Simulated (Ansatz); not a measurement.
Program: Ansatz. Geometries: PBE0-D4/def2-TZVP. ΔE: electronic, gas phase. CCSD(T)/CBS adds triple-zeta CCSD(T) − MP2 to the extrapolated MP2 energy (def2 sets, frozen cores). DFT in def2-TZVPP. For Ge outer-core shells are correlated without core-valence functions, which leaves a few kJ/mol of doubt a bond. Scalar relativity is left out up to krypton. Each species was taken in one conformer, which may not be the lowest.

Reaction (cleavage of the Si–Ge bond): `[SiH3][GeH2][SiH3]` + `OC(O)(O)F` → `OC(O)(F)O[SiH3]` + `[SiH3][GeH3]`

`[SiH3][GeH2][SiH3]`:

Z-matrix (Å, degrees):
```
Si
Ge 1 2.379
H 1 1.487 2 109.7
H 1 1.487 2 109.7 3 119.3
H 1 1.487 2 111.0 3 -120.4
Si 2 2.379 1 111.0 3 -60.0
H 2 1.541 1 109.6 3 178.9
H 2 1.541 1 109.6 3 61.1
H 6 1.487 2 109.7 1 59.5
H 6 1.487 2 111.0 1 179.8
H 6 1.487 2 109.7 1 -59.8
```

`OC(O)(O)F`:

```xyz
8

O    -1.271    0.219   -0.479
C    -0.020    0.211    0.058
O    -0.172   -0.182    1.352
O     0.881   -0.563   -0.652
F     0.527    1.462    0.004
H    -1.186    0.502   -1.395
H     0.703   -0.186    1.753
H     0.539   -1.463   -0.643
```

`OC(O)(F)O[SiH3]`:

```xyz
11

O     1.199    0.657   -0.466
C     0.778   -0.142    0.577
O     1.250    0.260    1.796
F     1.296   -1.390    0.398
O    -0.575   -0.186    0.559
Si   -1.491   -0.207   -0.842
H     2.162    0.665   -0.469
H     0.713    1.006    2.081
H    -0.933   -1.173   -1.816
H    -1.571    1.146   -1.438
H    -2.829   -0.636   -0.379
```

`[SiH3][GeH3]`:

Cartesian coordinates in Å:
```
Si 0.078 0.562 -1.058
Ge -0.077 -0.552 1.038
H -0.742 1.802 -1.039
H -0.415 -0.324 -2.146
H 1.492 0.926 -1.339
H 0.438 0.353 2.170
H 0.762 -1.840 1.028
H -1.536 -0.927 1.345
```

```tsv
level	ΔE (kJ/mol)
PBE0-D4	-48.6
ωB97M-V	-66.2
PBE	-43.4
r2SCAN	-59.0
PBE0	-48.7
CCSD(T)/def2-TZVPP	-63.4
MP2/def2-QZVPP	-66.9
CCSD/CBS(def2)	-65.2
```

(1) What does CCSD(T)/CBS give? (An estimate is asked.)

Largest T1 diagnostic among the species: 0.012.

## Answers

(1) The calculation gave: -62.6 kJ/mol. The listed levels differ from it by 14.0, -3.6, 19.2, 3.6, 13.9, -0.8, -4.3, -2.6 kJ/mol.

In def2-TZVPP, CCSD(T) changes the Hartree–Fock value by +22.3 kJ/mol (the triples alone add +2.6 kJ/mol) and MP2 by +19.2 kJ/mol. From PBE to PBE0 (25 % exact exchange), in def2-TZVPP and without D4, ΔE moves by −5.4 kJ/mol.
